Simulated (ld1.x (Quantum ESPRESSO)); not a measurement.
# Transferability test, TM potential for chromium (Cr)

- Element: Cr (Z = 24)
- Generator: ld1.x (Quantum ESPRESSO) 7.5
- Type: norm-conserving Troullier–Martins (Kleinman–Bylander form)
- Functional: PBE
- Relativity: scalar-relativistic
- Frozen core: [Ne] 3s2
- Valence charge: 12
- Reference configuration: 3p6 3d5 4s1 4p0
- Partial waves: 4s (bound): rc 2.90 bohr; 3p (bound): rc 1.25 bohr; 3d (bound): rc 1.05 bohr
- Local potential: the d channel
- Core correction: a·sin(br)/r model core, default radius (core density twice the valence density)

Energies are relative to the spin-unpolarised reference configuration 3p6 3d5 4s1 4p0; without spin polarisation the order of configurations can differ from experiment. Not all tests gave a result: 2 of 7 tests not solved or not reliable. Left out of the table: 3p6 3d4 4s1 4p0 (solver errors, printed error -3.9 eV); 3p6 3d4 4s1 4p1 (solver errors, printed error -10.3 eV).

```csv
valence configuration,charge,ΔE all-electron (eV),error AE − PS (meV)
3p6 3d5 4s0 4p0,+1,6.901,-13
3p6 3d4 4s0 4p0,+2,22.953,-3.5
3p6 3d5.5 4s0.5 4p0,0,0.726,-4.8
```

Question: What are ΔE and the potential's error for 3p6 3d3 4s0 4p0?

Answer: ΔE = 53.702 eV all-electron; the error (AE − PS) is -46 meV.

Question: What are ΔE and the potential's error for 3p6 3d5 4s0.5 4p0?

Answer: ΔE = 2.707 eV all-electron; the error (AE − PS) is -2.7 meV.

Note: ghost state, extra bound levels that the all-electron valence spectrum of the same l lacks: s at -339.6 eV. A true bound ghost makes a file unfit for plane-wave use.
